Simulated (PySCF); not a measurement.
# Low-lying terms of Br²³⁺ (bromine, charge +23)

Ground state [Ne] 3s2, ¹S. Computed with PySCF 2.14 in an even-tempered Gaussian basis (20 s from 0.432 bohr⁻², ratio 2.5; 13 p from 0.56 bohr⁻², ratio 2.5; 8 d from 0.66 bohr⁻², ratio 2.7; 4 f from 20 bohr⁻², ratio 2.7), with the spin-free X2C one-electron Hamiltonian (Gaussian nucleus). Vertical excitation energies in eV without spin-orbit coupling; excited terms of each kind are numbered among those the solver found. Frozen: 1s2.

```
 term  leading excitation  EOM-EE-CCSD
1 3P°              3s → p       53.766
1 1P°              3s → p       73.612
 1 3D              3s → d       141.09
 1 1D              3s → d       157.28
 1 3S              3s → s       501.12
 1 1S              3s → s       505.82
2 3P°              3s → p       527.82
2 1P°              3s → p       528.11
 2 3D              3s → d       558.85
 2 1D              3s → d       559.58
```

The spin-orbit splitting of the hole, absent here, rivals or exceeds the spacing of these terms, so the LS terms are model states.

Doubly excited terms such as np² are absent. The solver can miss terms. The 22 highest virtual orbitals were dropped.
